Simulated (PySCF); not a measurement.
Polarisability and C₆ of S (sulfur, neutral)

[Ne] 3s2 3p4, high-spin 3P determinant. Computed with PySCF 2.14 in dyall-acv3z (19s12p6d4f, 113 functions), with the non-relativistic Hamiltonian (point nucleus). Coupled (time-dependent) response in atomic units; α is the mean over directions.

| method | mean α (bohr³) | α xx, yy, zz | C₆ (like pair) | S(−4) |
| --- | --- | --- | --- | --- |
| UHF | 18.89 | 17.78, 21.12, 17.78 | 129.1 | 96.98 |
| PBE | 20.57 | 19.09, 23.52, 19.09 | 142.8 | 127.9 |
| PBE0 | 19.77 | 18.46, 22.37, 18.46 | 136.1 | 112.5 |
| r2SCANh | 19.79 | 18.48, 22.41, 18.48 | 140.6 | 104.7 |
| PBEsol | 20.66 | 19.18, 23.64, 19.18 | 143.8 | 128.6 |

S(−4) is the Cauchy moment in α(ω) = α(0) + S(−4) ω² + …

Reference α: 19.4 ± 0.1 bohr³ (recommended; Schwerdtfeger and Nagle, table of static dipole polarizabilities (2023 update)). Published C₆: 134.0 (Chu and Dalgarno (2004); Tang, Norbeck and Certain (1976)).

α(iu) at PBE:

```tsv
u (hartree)	α(iu) (bohr³)
0	20.57
0.0500	20.25
0.100	19.39
0.200	16.75
0.300	13.87
0.500	9.243
0.750	5.777
1.00	3.861
1.50	2.044
2.00	1.266
3.00	0.6389
5.00	0.2761
```

A single London oscillator, α(iu) = α/(1 + u²/ω²), gives C₆ = (3/4) ω α². Matching the computed C₆ needs ω = 4 × 142.8 / (3 × 20.57²) = 0.450 hartree.

The components differ because the open shell of this determinant is not spherical; for a pure term their mean is the scalar polarisability.
